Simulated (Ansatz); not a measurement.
One change: `[F][GaH][Cl]` becomes `[BH2][GaH][F]`.

Ansatz, PBE0-D4/def2-TZVP geometries, multiplicity 1. 

Scalar relativity is left out up to krypton.

```csv
property,`[F][GaH][Cl]`
zero-point energy (PBE0-D4/def2-TZVP) / kJ/mol,26.5
size of the dipole moment (ωB97M-V/def2-TZVPP) / D,2.12
HOMO energy (PBE0/def2-TZVPP) / eV,-9.36
HOMO–LUMO gap (PBE/def2-TZVPP) / eV,5.59
HOMO–LUMO gap (ωB97M-V/def2-TZVPP) / eV,11.81
HOMO–LUMO gap (PBE0/def2-TZVPP) / eV,7.81
```

What does the change do to each property? (An estimate is asked.)

The calculation gave: 
```csv
property,`[BH2][GaH][F]`,shift
zero-point energy (PBE0-D4/def2-TZVP) / kJ/mol,74.1,47.6
size of the dipole moment (ωB97M-V/def2-TZVPP) / D,2.61,0.49
HOMO energy (PBE0/def2-TZVPP) / eV,-8.02,1.34
HOMO–LUMO gap (PBE/def2-TZVPP) / eV,2.99,-2.60
HOMO–LUMO gap (ωB97M-V/def2-TZVPP) / eV,9.40,-2.41
HOMO–LUMO gap (PBE0/def2-TZVPP) / eV,5.28,-2.53
```

With PBE0 the HOMO rises by 1.34 eV and the LUMO falls by 1.20 eV, so the gap narrows by about 2.54 eV. PBE moves the HOMO by 1.15 eV and ωB97M-V by 1.45 eV. The zero-point energy changes by 47.6 kJ/mol with +6 modes. Dipoles are sizes alone; their direction can turn.
